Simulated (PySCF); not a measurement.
**Correlation energy of P⁺ (phosphorus, charge +1)**

[Ne] 3s2 3p2, high-spin 3P determinant. Calculation: PySCF 2.14, in def2-TZVP; no relativity, point nucleus. Frozen: [Ne]; 4 electrons correlated.

MP2 pair energies summed by pair of shells (mhartree):

```
 pair  energy  share (%)
3s-3p  -37.68       62.1
3s-3s  -16.59       27.4
3p-3p   -6.36       10.5
```

Total MP2 correlation energy: -60.63 mhartree.

Same-spin part -10.21 and opposite-spin part -50.42 mhartree; SCS-MP2 scales them by 1/3 and 6/5 to -63.91 mhartree.

```csv
level,correlation energy (mhartree)
CCSD,-81.32
(T),-2.25
CCSD(T),-83.57
```

Diagnostics: T1 = 0.0097, D1 = 0.0251, largest double amplitude 0.103.

Is a single reference adequate?

Mostly. T1 lies below 0.03, but a double amplitude of this size points to a near-degeneracy that CCSD handles and MP2 describes poorly.
